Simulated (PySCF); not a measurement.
## Stationary points of Li₂F₂

Method: PBE0/[Li def2-TZVP, F def2-TZVP], no relativity, density fitting, PySCF.

Relaxations began from a few typed shapes. The search is not exhaustive: other isomers or separated fragments can lie lower, and high-lying points may rest on an excited occupation.

```csv
spin,group,bonds,angles,imaginary modes (cm⁻¹),ΔE (kJ/mol),ΔE with ZPE (kJ/mol)
singlet,D2h,Li–F 1.720 Å (×4),"F–Li–F 99.6° (×2), Li–F–Li 80.4° (×2)",none,0.0,0.0
singlet,C2h,Li–F 1.559 Å (×2),,none,260.9,255.2
```

The lowest minimum found is the singlet D2h: Li–F 1.720 Å (×4); F–Li–F 99.6° (×2), Li–F–Li 80.4° (×2).
